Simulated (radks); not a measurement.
Coulomb parameter of the 3d shell of neutral chromium in the model configuration [Ar] 3d5 4s1, as a second difference U = [E(n + 0.25) + E(n - 0.25) - 2 E(n)] / (0.25)^2 with all orbitals relaxed. "Bare": the charge of the atom changes with n. "Screened": the 4s shell takes up the change at fixed total charge, which measures U(3d,3d) + U(4s,4s) - 2 U(3d,4s). All-electron calculation, Dirac Kohn-Sham, LDA (Slater exchange, Perdew-Wang correlation), spin-unpolarised, spherical densities, point nucleus; open shells are shared between the two j in proportion to 2j + 1. Program: a radial shooting solver on a logarithmic mesh with Libxc functionals.

| case | configuration | E - E(n) (eV) |
|---|---|---|
| start | [Ar] 3d5 4s1 | 0.000 |
| bare +0.25 | [Ar] 3d5.25 4s1 | -0.527 |
| bare -0.25 | [Ar] 3d4.75 4s1 | 1.066 |
| screened +0.25 | [Ar] 3d5.25 4s0.75 | 0.314 |
| screened -0.25 | [Ar] 3d4.75 4s1.25 | -0.211 |

U(bare) = 8.615 eV, U(screened by 4s) = 1.648 eV. The step up makes a negative ion, whose loosely bound charge lowers the bare value.
